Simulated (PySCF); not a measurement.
**Aluminium: highly charged ions in a basis for the neutral atom**

Al⁵⁺ [He] 2s2 2p4, Al⁶⁺ [He] 2s2 2p3. All numbers are calculated (PySCF 2.14, the non-relativistic Hamiltonian (point nucleus), in def2-TZVP). No spin-orbit coupling, so a gap to NIST mixes the basis error with missing relativistic terms.

Changed run: basis of the neutral atom used for a highly charged ion. This setting is unsound on purpose.

```json
{"species": "Al⁵⁺", "method": "UHF", "sound run (hartree)": "not run", "changed run (hartree)": "-230.03458", "converged": "yes"}
{"species": "Al⁵⁺", "method": "M06-2X", "sound run (hartree)": "not run", "changed run (hartree)": "-230.31031", "converged": "yes"}
{"species": "Al⁵⁺", "method": "TPSS", "sound run (hartree)": "not run", "changed run (hartree)": "-230.35836", "converged": "yes"}
{"species": "Al⁶⁺", "method": "UHF", "sound run (hartree)": "not run", "changed run (hartree)": "-223.09210", "converged": "yes"}
{"species": "Al⁶⁺", "method": "M06-2X", "sound run (hartree)": "not run", "changed run (hartree)": "-223.30744", "converged": "yes"}
{"species": "Al⁶⁺", "method": "TPSS", "sound run (hartree)": "not run", "changed run (hartree)": "-223.32492", "converged": "yes"}
```

Ionisation energy of Al⁵⁺:

```json
{"method": "UHF", "changed run (eV)": "188.91", "NIST (eV)": "190.49 ± 0.05"}
{"method": "M06-2X", "changed run (eV)": "190.56", "NIST (eV)": "190.49 ± 0.05"}
{"method": "TPSS", "changed run (eV)": "191.39", "NIST (eV)": "190.49 ± 0.05"}
```

The contracted functions were made for the neutral atom and can be too rigid for a highly charged ion.
